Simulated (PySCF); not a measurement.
C₇H₇O₄Rh, multiplicity 1. Atoms are numbered in the order given.

```xyz
19

Rh     0.0000     0.0000    -0.7668
C      0.0000     2.5136     2.7750
C      0.0000     1.2479     1.9533
C      0.0000     0.0000     2.5999
C      0.0000    -1.2479     1.9533
C      0.0000    -2.5136     2.7750
O      0.0000    -1.4352     0.6925
O      0.0000     1.4352     0.6925
H      0.0000     2.3183     3.8550
H     -0.8847     3.1148     2.5116
H      0.8847     3.1148     2.5116
H      0.0000     0.0000     3.6892
H     -0.8847    -3.1148     2.5116
H      0.0000    -2.3183     3.8550
H      0.8847    -3.1148     2.5116
O      0.0000    -2.1695    -2.8467
C      0.0000    -1.3311    -2.0677
O      0.0000     2.1695    -2.8467
C      0.0000     1.3311    -2.0677
```
Charge 0, spin multiplicity 1.

Geometry: B3LYP-D3(BJ)/def2-SVP. The multiplicity is an assumed one; other spin states were not compared. The isomer is the one that the SMILES or the coordinates give; other isomers of the formula were not compared. The def2 effective core potentials stand for the cores of Rh; spin–orbit coupling is left out. Other conformers were not sampled.

Calculation: M06-2X/def2-SVP (PySCF).

The molecule is in vacuum.

Computed frontier levels, gap, dipole moment and polarisability:
| Quantity | Value |
|---|---|
| highest occupied level | -7.71 eV |
| lowest empty level | -0.47 eV |
| orbital gap | 7.24 eV |
| dipole moment | 2.01 D |
| quadrupole, principal values (traceless, Buckingham form, about the centre of nuclear charge) | -5.02, -2.29, 7.30 D·Å |
| mean static polarisability | 118.2 bohr³ (17.52 Å³) |
| polarisability, principal values | 67.6, 140.4, 146.6 bohr³ |
